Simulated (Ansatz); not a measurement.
Two isomers of FGeH5SSi: A = `F[SiH](S)[GeH3]`, B = `F[SiH2][S][GeH3]`.

Gas-phase electronic energies from Ansatz, PBE0-D4/def2-TZVP geometries. CCSD(T)/CBS adds triple-zeta CCSD(T) − MP2 to the extrapolated MP2 energy (def2 sets, frozen cores). DFT in def2-TZVPP. For Ge outer-core shells are correlated without core-valence functions, which leaves a few kJ/mol of doubt a bond. Scalar relativity is left out up to krypton. Each species was taken in one conformer, which may not be the lowest.

**Question.** Which isomer does CCSD(T)/CBS put lower? Give the gap. (An estimate is asked.)

**Answer.** Ansatz gave: B, by 9.2 kcal/mol.

**Question.** Give E(B) − E(A) in kcal/mol with HF/def2-TZVPP, MP2/def2-TZVPP, r2SCAN-D4, PBE0-D4, ωB97M-V, CCSD/def2-TZVPP, PBE-D4. (Best estimate.)

**Answer.** The calculation gave: HF/def2-TZVPP -12.2, MP2/def2-TZVPP -11.0, r2SCAN-D4 -8.3, PBE0-D4 -7.8, ωB97M-V -9.2, CCSD/def2-TZVPP -9.4, PBE-D4 -6.6. None reverses the order clearly.

Largest T1 diagnostic: 0.012.

From PBE to PBE0 (25 % exact exchange), in def2-TZVPP and without D4, E(B) − E(A) moves by −1.3 kcal/mol. In def2-TZVPP, CCSD(T) changes the Hartree–Fock value by +2.9 kcal/mol (the triples alone add +0.1 kcal/mol) and MP2 by +1.2 kcal/mol.
